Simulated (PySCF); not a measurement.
**Telling isomers of C$_{4}$H$_{5}$FO$_{2}$Si apart by NMR**

[PySCF 2.14.0 with density-fitted response routines: GIAO PBE0/pcSseg-1 shieldings; GFN2-xTB geometry; one averaged value for each set of equivalent atoms; in vacuum; relativity neglected; single conformer]

Shifts are taken against calculated references (same method and geometry level): TMS for $^{1}$H (σ = 31.72 ppm), $^{13}$C (σ = 186.93 ppm). Splittings of carbon signals by F and P are missing where no couplings were computed. Where no couplings were computed, multiplicities follow the n + 1 count of equivalent neighbours, and m marks all less simple cases (inequivalent or close neighbours, rings, F or P nearby). Shifts are as computed. Against solution values, carbons near 30 ppm lie about +3 ppm off and those near 130 ppm about +5 ppm. Of 1211 compounds with measured shifts, 218 miss one by over three times the rms of a fit or turn the order of signals round; such compounds aren't used in these exercises. OH and NH positions are gas-phase values without hydrogen bonding to other molecules.

(1) Tabulate the signals of `C#C[Si@@H](O)O/C=C\F`, `O=C1OCC=C1[SiH2]F` and their relative energies.

(2) What is the quickest way to tell C#C[Si@@H](O)O/C=C\F from O=C1OCC=C1[SiH2]F?

Results:

(1) 
```tsv
SMILES	carbon types	δC	δH	E rel. (kcal/mol)
C#C[Si@@H](O)O/C=C\F	1×C 3×CH	143.2, 132.0, 99.3, 89.2	6.56 (m, 1H), 5.95 (m, 1H), 5.13 (d, 1H), 1.81 (d, 1H), 1.43 (br s, 1H)	48.7
O=C1OCC=C1[SiH2]F	2×C 1×CH 1×CH2	178.9, 171.8, 139.2, 77.5	7.95 (m, 1H), 5.54 (m, 2H), 5.09 (m, 2H)	0.0
```

Energies are electronic energies at PBE0/pcSseg-1 on these geometries, without zero-point or thermal terms, each for the one conformer computed, which needn't be the lowest.

(2) Both give the same number of carbon signals, but DEPT or the intensities differ. The first has a terminal alkyne carbon (CH) at 99.3 ppm, the second an ester carbonyl carbon (C) at 178.9 ppm. Their most deshielded carbons lie at 143.2 and 178.9 ppm. In the proton spectra the most deshielded non-exchanging signals are 6.56 (m, 1H) and 7.95 (m, 1H).
